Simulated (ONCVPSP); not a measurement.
Configuration tests for selenium (Se) (ONCV)

```
Element                 : selenium
Generator               : ONCVPSP 4.0.1
Type                    : optimised norm-conserving Vanderbilt (ONCV)
Functional              : LDA (Perdew-Zunger)
Relativity              : scalar-relativistic
Frozen core             : [Ar]
Valence charge          : 16
Reference configuration : 3d10 4s2 4p4
Partial waves           : 4s: rc 1.25 bohr, ncon 4, nbas 8, qcut 4.2 1/bohr, 2 projectors, debl 2.2 Ha; 4p: rc 1.85 bohr, ncon 4, nbas 8, qcut 5.2 1/bohr, 2 projectors, debl 2.4 Ha; 3d: rc 0.85 bohr, ncon 3, nbas 8, qcut 21.3 1/bohr, local
Local potential         : the d channel
Core correction         : none
```

Energies are relative to the spin-unpolarised reference configuration 3d10 4s2 4p4; without spin polarisation the order of configurations can differ from experiment.

| valence configuration | charge | ΔE all-electron (eV) | error AE − PS (meV) |
| --- | --- | --- | --- |
| 3d10 4s2 4p2 | +2 | 31.567 | -1.8 |
| 3d10 4s2 4p1 | +3 | 62.723 | +3.3 |
| 3d9 4s2 4p4 | +1 | 64.367 | -631 |

Question: What are ΔE and the potential's error for 3d10 4s2 4p3?

Answer: ΔE = 11.009 eV all-electron; the error (AE − PS) is -1.4 meV.

Note: ghosts flagged at negative energy: s at -321.5 eV, p at -201.5 eV; GHOST(+) flagged for s at 140.0 eV. A true bound ghost makes a file unfit for plane-wave use.
